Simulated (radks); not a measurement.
Results of a calculation; reference values are marked as such.
Ionisation of the dysprosium ion Dy+, [Xe] 4f10 6s1, to [Xe] 4f10 as the strength of local exchange is varied. Code: a radial shooting solver on a logarithmic mesh with Libxc functionals. Model: scalar-relativistic Kohn-Sham, Slater X-alpha exchange (alpha = 2/3 is LDA exchange), no correlation, spin-polarised, spherical densities, finite nucleus; open shells are filled with parallel spins first (spin-orbit coupling, left out, can overturn this in heavy ions); Fermi nuclear charge, rms radius 5.2218 fm.

alpha  E(Dy+) (hartree)  exchange (hartree)  IE (eV)  -e of the level emptied (eV)  <r> of it (bohr)
0.66        -12139.0884           -245.8569   11.398                    8.789 (6s)             3.719
0.667       -12141.7067           -248.5232   11.437                    8.831 (6s)             3.713
0.698       -12153.3091           -260.3459   11.612                    9.020 (6s)             3.688
0.719       -12161.1757           -268.3681   11.731                    9.149 (6s)             3.671
0.751       -12173.1735           -280.6133   11.916                    9.349 (6s)             3.645
0.859       -12213.7611           -322.1250   12.553                   10.042 (6s)             3.560
0.874       -12219.4098           -327.9130   12.643                   10.141 (6s)             3.548
1.044       -12283.6243           -393.8912   13.696                   11.297 (6s)             3.421

NIST Atomic Spectra Database: 11.65 eV (semi-empirical). The Delta-SCF value meets it near alpha = 0.70. Open shells are spherical and high-spin; term and fine-structure splittings are not resolved. Spin-orbit splitting is averaged out at the scalar-relativistic level.
